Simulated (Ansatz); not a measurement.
Program: Ansatz. Geometries: PBE0-D4/def2-TZVP. ΔE: electronic, gas phase. CBS: MP2 limit from def2 TZ/QZ plus the TZ coupled-cluster correction, frozen cores. This one scheme is used for every species. Functionals use def2-TZVPP. Elements past krypton have def2 core potentials. For Mo outer-core shells are correlated without core-valence functions, which leaves a few kJ/mol of doubt a bond. One conformer a species, not always the lowest.

Consider the ligand exchange at a Mo–O bond: `[OH][Mo](=[S])(=[S])[Cl]` + HCl → `[S]=[Mo](=[S])([Cl])[Cl]` + H₂O.

Is it downhill or uphill in electronic energy at CCSD(T)/CBS, and by how much? (Best estimate.)

Computed: Downhill: ΔE = -0.42 eV.

What do these levels give: BHLYP-D4, r2SCAN, BHLYP, MP2/def2-SVP, MP2/def2-TZVPP, CCSD(T)/def2-TZVPP? (An estimate is asked.)

Ansatz gave: BHLYP-D4 -0.36, r2SCAN -0.29, BHLYP -0.31, MP2/def2-SVP -0.49, MP2/def2-TZVPP -0.64, CCSD(T)/def2-TZVPP -0.35 eV.

Largest T1 diagnostic among the species: 0.024, so the coupled-cluster value is less sure than usual.

At CCSD(T), def2-SVP lies +0.17 eV from the extrapolated value and def2-TZVPP +0.07 eV. From BLYP to BHLYP (50 % exact exchange), in def2-TZVPP and without D4, ΔE moves by −0.05 eV.
